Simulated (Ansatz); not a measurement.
This geometry of Cl2H2OZn (6 atoms, charge 0, multiplicity 1) is a first-order saddle point.

Method: UHF/def2-SVP (Ansatz).

```xyz
6
Properties=species:S:1:pos:R:3
Zn -0.585 -0.572 -0.430
Cl 2.004 -0.182 -0.478
Cl -1.773 -1.988 -1.513
H 1.215 0.602 0.351
O -0.177 0.803 0.741
H -0.683 1.338 1.330
```

(1) Which two structures does it join? (They come from a converged band through this point; their orientation in space is the band's.)

(2) How far does it lie above each of them?

## Answers

(1) Bonds broken: H4–O5. Bonds formed: Cl2–H4. Cl2H2OZn becomes ClH + ClHOZn.

Image 0:

```xyz
6
Properties=species:S:1:pos:R:3
Zn 0.113 -0.800 -0.725
Cl 2.263 -0.794 -1.033
Cl -1.923 -1.488 -1.032
H 0.600 1.271 1.037
O -0.118 0.760 0.686
H -0.935 1.051 1.067
```

Image 10:

```xyz
6
Properties=species:S:1:pos:R:3
Zn -0.715 -0.514 -0.350
Cl 2.069 -0.241 -0.516
Cl -1.710 -2.005 -1.521
H 1.481 0.585 0.300
O -0.266 0.836 0.777
H -0.859 1.340 1.309
```

(2) 166.0 kJ/mol above the first and 3.6 kJ/mol above the second. This is the barrier of this one path; another mechanism may lie lower. The orbitals stay closed-shell, which can raise the energy where a bond breaks towards radicals; this wasn't checked here.

Run time: 2.7 min on 2 threads of Arm Neoverse V2, with other jobs on the host, peak memory 0.26 GiB.
